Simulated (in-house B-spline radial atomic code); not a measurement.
Successive ionisation energies of caesium; each step leads to the configuration of the next row (after the last: [He] 2s2 2p3). Dirac energy differences include first-order Breit, QED and recoil terms. NIST's values go from ground level to ground level; the uncertainty of those that are theory runs from under 0.1 % in few-electron ions to several per cent in heavy many-electron ones. Computed with a B-spline radial code for spherical atoms: Dirac-Hartree-Fock, average of the configuration, finite nuclei.

```csv
ion,configuration,ionisation energy (eV),tabulated value (eV),computed minus tabulated (eV),highest orbital,largest mean radius (bohr)
Cs29+,[Ar] 3d8,1768.1,1757,11,3d5/2,0.28882
Cs30+,[Ar] 3d7,1855.2,1848,7,3d5/2,0.28688
Cs31+,[Ar] 3d6,1943.8,1936,8,3d5/2,0.28495
Cs32+,[Ar] 3d5,2034.1,2029,5,3d5/2,0.28303
Cs33+,[Ar] 3d4,?,?,?,?,?
Cs34+,[Ar] 3d3,2219.2,2230,-11,3d5/2,0.27923
Cs35+,[Ar] 3d2,2314.1,2329,-15,3d5/2,0.27735
Cs36+,[Ar] 3d1,2410.5,2422,-12,3d5/2,0.27548
Cs37+,[Ne] 3s2 3p6,2712.1,2683,29,3p3/2,0.27363
Cs38+,[Ne] 3s2 3p5,2798.4,2767,31,3p3/2,0.27219
Cs39+,[Ne] 3s2 3p4,2885.7,2859,27,3p3/2,0.27076
Cs40+,[Ne] 3s2 3p3,2973.9,2945,29,3p3/2,0.26935
Cs41+,[Ne] 3s2 3p2,3063.0,3118,-55,3p3/2,0.26795
Cs42+,[Ne] 3s2 3p1,3152.9,3214,-61,3p3/2,0.26656
Cs43+,[Ne] 3s2,3392.4,3392,0,3s1/2,0.26519
Cs44+,[Ne] 3s1,3484.6,3485,0,3s1/2,0.26365
Cs45+,[He] 2s2 2p6,?,?,?,?,?
Cs46+,[He] 2s2 2p5,?,?,?,?,?
Cs47+,[He] 2s2 2p4,8603.9,8484,120,2p3/2,0.10808
```

(1) Fill in the row of Cs33+.

(2) Fill in the row of Cs45+.

(3) Fill in the row of Cs46+.

(4) Where is the largest jump?

Where a p, d or f electron is removed, the computed value is a mean over both j, so it misses the tabulated one by a part of the spin-orbit splitting; averaging over terms and missing correlation add to the gap, relatively most at low charge.

## Answers

(1) ionisation energy (eV): 2125.8; tabulated value (eV): 2137; computed minus tabulated (eV): -11; highest orbital: 3d5/2; largest mean radius (bohr): 0.28112.

(2) ionisation energy (eV): 8110.5; tabulated value (eV): 7989; computed minus tabulated (eV): 121; highest orbital: 2p3/2; largest mean radius (bohr): 0.10935.

(3) ionisation energy (eV): 8355.6; tabulated value (eV): 8224; computed minus tabulated (eV): 132; highest orbital: 2p3/2; largest mean radius (bohr): 0.10871.

(4) From Cs44+ to Cs45+, by a factor of 2.33 (3484.6 to 8110.5 eV); the highest orbital goes from 3s1/2 to 2p3/2.
